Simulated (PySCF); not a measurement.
Ge(H)(Br)2(Me) (CH₄Br₂Ge), SMILES [CH3][GeH]([Br])[Br].

Geometry optimised at B3LYP-D3(BJ)/def2-SVP.

Two levels are set side by side: TDA-PBE/def2-SVPD (PySCF) and TDA-LC-ωPBE/def2-SVPD (PySCF). Vertical, same geometry. The lowest singlet is HOMO→LUMO 98 % with PBE and HOMO−1→LUMO 85 % with the other functional; states are paired by order. Differences are taken from unrounded values.

```tsv
quantity	TDA-PBE
lowest singlet excitation (eV)	5.10
lowest triplet excitation (TDA) (eV)	4.70
```

Q: These are the TDA-PBE values. What does TDA-LC-ωPBE give? (Estimate from the structure and the level; the computed values follow.)

A: 
```csv
quantity,TDA-LC-ωPBE,TDA-PBE minus TDA-LC-ωPBE
lowest singlet excitation (eV),6.31,-1.22
lowest triplet excitation (TDA) (eV),5.68,-0.98
```

A lower first singlet is the usual sign of a functional without exact exchange. Differences between two approximate levels are no errors against the true value.

Rough cost on one machine, each run with all the roots and properties that it gave: TDA-LC-ωPBE against TDA-PBE about 3 times.
